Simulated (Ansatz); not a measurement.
Reaction (silylene formation by 1,1-elimination): `F/C(S)=C\[SiH3]` → `C=C(F)S` + `[SiH2]`

Gas-phase electronic energies from Ansatz, PBE0-D4/def2-TZVP geometries. CCSD(T)/CBS adds triple-zeta CCSD(T) − MP2 to the extrapolated MP2 energy (def2 sets, frozen cores). This one scheme is used for every species. DFT in def2-TZVPP. One conformer a species, not always the lowest.

| level | ΔE (kJ/mol) |
| --- | --- |
| ωB97X-V | 257.1 |
| SCS-MP2/def2-QZVPP | 253.8 |

Question: What does CCSD(T)/CBS give? (Best estimate.)

Answer: Computed: +246.9 kJ/mol. The listed levels differ from it by 10.2, 6.9 kJ/mol.

Largest T1 diagnostic among the species: 0.014.

The D4 term adds +12.6 kJ/mol with B3LYP and +6.9 kJ/mol with PBE0; it sums over pairs of atoms, weighted by their polarisabilities, and B3LYP, whose exchange is more repulsive, gets the larger term. From PBE to PBE0 (25 % exact exchange), in def2-TZVPP and without D4, ΔE moves by +7.9 kJ/mol.

B3LYP here is the variant with VWN-RPA as its local correlation; programs differ in this.
